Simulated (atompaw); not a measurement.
u(r) = r·R(r): atom against pseudo-atom (gadolinium (Gd))

Columns: radius, all-electron u(r) and pseudo u(r) of the 4f shell (level -7.28 eV) of gadolinium in the configuration [Kr] 4d10 4f7 5s2 5p6 5d2 6s1 6p0; PBE, scalar-relativistic, PAW (atompaw) scheme, atompaw 4.2.0.5.

```tsv
r (bohr)	all-electron	pseudo
0.115	0.1112	0.0002
0.231	0.4993	0.0030
0.346	0.8511	0.0124
0.462	1.0394	0.0305
0.577	1.0833	0.0584
0.692	1.0425	0.1006
0.808	0.9610	0.1634
0.923	0.8664	0.2417
1.038	0.7715	0.3178
1.154	0.6816	0.3775
1.269	0.6006	0.4286
1.385	0.5276	0.4732
1.500	0.4635	0.4618
1.615	0.4072	0.4072
1.731	0.3575	0.3575
1.846	0.3145	0.3145
1.962	0.2767	0.2767
2.077	0.2441	0.2441
2.192	0.2156	0.2156
2.308	0.1906	0.1906
2.423	0.1690	0.1690
2.538	0.1501	0.1501
2.654	0.1334	0.1334
2.769	0.1189	0.1189
2.885	0.1060	0.1060
3.000	0.0948	0.0948
```

(1) How many radial nodes do the two functions have?

(2) At about which radius was the pseudo-wave matched?

(3) Is the pseudo-wave norm-conserving?

Results:

(1) The all-electron 4f function has n − l − 1 = 0; the pseudo-wave has 0.

(2) 1.55 bohr, where the columns begin to agree (steps of 0.12 bohr).

(3) No, it belongs to a PAW set: the norm inside the radius is not constrained, and the difference is carried by the augmentation charge.
